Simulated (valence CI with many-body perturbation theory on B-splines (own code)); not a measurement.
**Tl66+: key properties**

Method: relativistic CI+MBPT: five valence electrons over a frozen Dirac-Fock core [Ne], a basis of 9 s, 9 p, 8 d, 6 f, 3 g, 1 h functions for each j, with the one-electron correlation potential Σ1, the two-electron term Σ2, the three-electron term Σ3, Breit, model QED; selected CI, second order for the rest, scaled by the run's own slope (own B-spline code, finite nucleus).

The last digits are not significant, and no measured levels were compared; by estimate large intervals hold to a few tenths of a per cent, small ones and those within an open d or f shell to about a per cent. Among the levels kept, up to 1200 cm⁻¹ of a level comes from second order outside the variational space, and about a tenth of that is noise between levels of different J, which matters for small intervals.

Levels are named by their leading jj configuration (3d3/2^4 stands for four electrons in 3d with j = 3/2), which in mixed levels can hold well under half, so a name can repeat and another be missing.

Rates and lifetimes use the calculated energies. Strong lines usually hold to 10 to 20 %, long lifetimes can be off by a factor of two.

Question: What is the ground level?

Answer: (3s^2 3p1/2^2 3p3/2) J=3/2, composition 49 % 3s2.3p3 2P° + 27 % 3s2.3p3 2D° + 24 % 3s2.3p3 4S°, g = 1.332.

Question: How well does LS coupling describe the low levels?

Answer: Among the lowest 20 levels the leading LS term, summed over configurations, holds 54 % on average. For single configurations the figures are 52 % in LS and 94 % in jj coupling. Terms mix most in the J = 3/2 level at 793.9 eV, where the leading one holds 31 %.

Question: Among levels below 1080.9 eV, which E1 lines absorb most strongly from the ground level?

Answer: to (3s^2 3p1/2 3p3/2 3d3/2) J=3/2 at 1.456 nm, f = 0.412; to (3s^2 3p1/2 3p3/2 3d3/2) J=5/2 at 1.482 nm, f = 0.317; to (3s^2 3p1/2 3p3/2 3d3/2) J=1/2 at 1.459 nm, f = 0.142.

Question: What is the ionisation energy?

Answer: 7567.6 eV; NIST lists 7570 ± 40 eV (theoretical).

Question: What are the static dipole polarisabilities of the lowest levels?

Answer: (3s^2 3p1/2^2 3p3/2) J=3/2 0.00171 (tensor 0.00012) bohr³, of which the core gives 2.92e-05.

Question: Name the longest-lived excited levels whose lifetime is computed, and their main decay.

Answer: (3s^2 3p1/2 3p3/2 3d5/2) J=9/2 at 927.4 eV lives 31.4 ns, mostly by E2 to (3s^2 3p1/2^2 3d5/2) J=5/2; (3s^2 3p1/2 3p3/2^2) J=5/2 at 547.4 eV lives 1.34 ns, mostly by E1 to (3s^2 3p1/2^2 3d3/2) J=3/2; (3s^2 3p1/2 3p3/2^2) J=1/2 at 564.8 eV lives 1.19 ns, mostly by M1 to (3s^2 3p1/2^2 3p3/2) J=3/2.

Question: Where does the other parity begin?

Answer: At (3s^2 3p1/2^2 3d3/2) J=3/2, 258.1 eV.
